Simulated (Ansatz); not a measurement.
C3H9B, singlet, geometry from GFN2-xTB; BLYP/cc-pVDZ (Ansatz, a quantum-chemistry and plane-wave program).

Input for Ansatz:
Ansatz 0.2 input:
```yaml
crystal:
  periodic: [false, false, false]
  atoms:
    - {symbol: B, position_ang: [0.00001088, 0.00026539, 0.00036792]}
    - {symbol: C, position_ang: [1.52623309, -0.14823315, -0.37068251]}
    - {symbol: H, position_ang: [1.83762844, -1.19171630, -0.34087316]}
    - {symbol: H, position_ang: [2.14173593, 0.36217756, 0.37015562]}
    - {symbol: H, position_ang: [1.79190592, 0.25078287, -1.34670484]}
    - {symbol: C, position_ang: [-0.55014221, -0.62227830, 1.34159877]}
    - {symbol: H, position_ang: [-1.31137926, -1.37129600, 1.12412977]}
    - {symbol: H, position_ang: [-1.04868172, 0.13436281, 1.94635953]}
    - {symbol: H, position_ang: [0.20789011, -1.09570452, 1.96090406]}
    - {symbol: C, position_ang: [-0.97606596, 0.77066511, -0.97070561]}
    - {symbol: H, position_ang: [-1.99790782, 0.85271732, -0.60827282]}
    - {symbol: H, position_ang: [-1.00999230, 0.27798673, -1.94219118]}
    - {symbol: H, position_ang: [-0.61140315, 1.77844063, -1.16661060]}
basis:
  gaussian:
    orbitals: cc-pVDZ
    fitting: {mean_field: cc-pVTZ-JKFIT}
hamiltonian:
  xc: blyp
```

What the program printed (banner, timings and long lists left out):

```
Functional definition: BLYP
586 factors; integrals over basis functions are off by at most 3.3e-2 eV
mean field evaluation 1: about -3913.9438 eV, gradient 8.5e1 eV
mean field evaluation 2: about -3893.8097 eV, gradient 1.1e2 eV
mean field evaluation 4: about -3931.6758 eV, gradient 5.5e0 eV
mean field evaluation 8: about -3931.7624 eV, gradient 3.0e-2 eV
mean field -3931.76235964 eV, -144.4896016725 hartree, gradient 1.5e-5 eV, S^2 0.000000; 0 other end points of the search recorded, 0 dependent functions left out
reference -3931.76265890 eV, -144.4896126703 hartree; 16, 16 occupied and 85, 85 virtual orbitals, 586 factors
Total energy: -3931.76265890 eV, -144.4896126703 hartree
```
